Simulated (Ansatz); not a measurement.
Frontier orbitals of C6H3ClSi (`C#C[Si](Cl)(C#C)C#C`).

```json
{"atom": "C1", "x (Å)": "2.802", "y (Å)": "0.126", "z (Å)": "-0.631"}
{"atom": "C2", "x (Å)": "1.665", "y (Å)": "0.292", "z (Å)": "-0.268"}
{"atom": "Si3", "x (Å)": "-0.044", "y (Å)": "0.538", "z (Å)": "0.274"}
{"atom": "Cl4", "x (Å)": "-0.193", "y (Å)": "2.351", "z (Å)": "1.198"}
{"atom": "C5", "x (Å)": "-1.156", "y (Å)": "0.513", "z (Å)": "-1.154"}
{"atom": "C6", "x (Å)": "-1.895", "y (Å)": "0.494", "z (Å)": "-2.106"}
{"atom": "C7", "x (Å)": "-0.513", "y (Å)": "-0.760", "z (Å)": "1.446"}
{"atom": "C8", "x (Å)": "-0.825", "y (Å)": "-1.625", "z (Å)": "2.225"}
{"atom": "H9", "x (Å)": "3.809", "y (Å)": "-0.019", "z (Å)": "-0.951"}
{"atom": "H10", "x (Å)": "-2.549", "y (Å)": "0.479", "z (Å)": "-2.948"}
{"atom": "H11", "x (Å)": "-1.101", "y (Å)": "-2.389", "z (Å)": "2.914"}
```

Charge 0, multiplicity 1. The structure was optimised at the PBE0-D4/def2-TZVP level. Basis def2-TZVPP, Ansatz 0.2.0.

Orbital energies of one run (eV). Highest occupied ones, from the top: -7.11, -7.16, -7.16, -7.58, -7.59, -7.59, -8.06, -8.06, -10.22, -10.89, -10.89, -12.92, -13.71, -13.71. Empty: -2.12, -1.52, -1.52, -0.50, -0.50, 0.44.

Which functional gave them?
A. revPBE
B. ωB97M-V
C. r2SCAN0
D. B3LYP

A. HOMO energies: revPBE -7.11, B3LYP -8.11, r2SCAN0 -8.54, ωB97M-V -10.62 eV.

B3LYP here is the variant with VWN-RPA as its local correlation; programs differ in this.
